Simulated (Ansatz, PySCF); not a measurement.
Isomers of CH4OSi: 1 is C[Si]O, 2 is [SiH]OC; one conformer of each (the lowest of an xTB search), B3LYP-D3(BJ)/def2-TZVP minima.
Isomer 1 (charge 0, multiplicity 1):
```xyz
7

C     -0.8456    -0.0160     0.2424
Si     0.5890    -1.2300    -0.1223
O      1.8940    -0.2093     0.0070
H     -1.8231    -0.5013     0.2053
H     -0.8471     0.8047    -0.4854
H     -0.7265     0.4298     1.2376
H      1.7592     0.7222     0.2202
```
Isomer 2 (charge 0, multiplicity 1):
```tsv
atom	x (Å)	y (Å)	z (Å)
C	-0.7956	0.0849	0.2191
O	0.1962	-0.9328	0.2525
Si	1.8321	-0.8527	0.1123
H	-1.3473	0.0737	1.1603
H	-1.4895	-0.1227	-0.5968
H	-0.3390	1.0673	0.0723
H	1.9430	0.6822	-0.0672
```

No zero-point or thermal terms.

Frozen-core correlation. Rows in 6-31G* carry no dispersion term and start afresh at each structure (6-31G* with six Cartesian d functions). MP2/6-31G* freezes PySCF's default core.

Run with Ansatz (a quantum-chemistry and plane-wave program) with Gaussian orbitals; PySCF for 6-31G* rows, the dispersion terms. Each number belongs to the level named beside it.

| level | electronic energy of isomer 2 less that of isomer 1 (kcal/mol) |
|---|---|
| PBE-D3(BJ)/def2-TZVPP | 22.94 |
| B97M-V/def2-TZVPP | 22.36 |
| PBE0/def2-TZVPP | 23.22 |
| BHLYP-D3(BJ)/def2-TZVPP | 21.65 |
| BHLYP-D4/def2-TZVPP | 21.41 |
| wB97X-V/def2-TZVPP | 21.87 |
| B2PLYP/def2-TZVPP | 22.18 |
| MP2/6-31G* | ? |
| MP2/cc-pV(D+d)Z | ? |

Some entries are withheld; supply them.


- MP2/6-31G*, electronic energy of isomer 2 less that of isomer 1 (kcal/mol): 18.88
- MP2/cc-pV(D+d)Z, electronic energy of isomer 2 less that of isomer 1 (kcal/mol): 20.80
